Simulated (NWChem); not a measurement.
Species: Si$_{2}$H$_{4}$, singlet; SMILES [SiH][SiH3]

Computed with NWChem. Low-valent species are run as closed-shell singlets; no triplet was tried in these runs. Structure relaxed at the PBE0/def2-SVP level. Ions are spin-unrestricted doublets at the neutral geometry; other ion states weren't tried.

For level CAM-B3LYP/def2-SVP:

```
Item           Result
-------------  ------
−ε(HOMO) (eV)    7.84
```

What are these values for level PBE/def2-SVP?


| Item | Result |
|---|---|
| −ε(HOMO) (eV) | 5.68 |
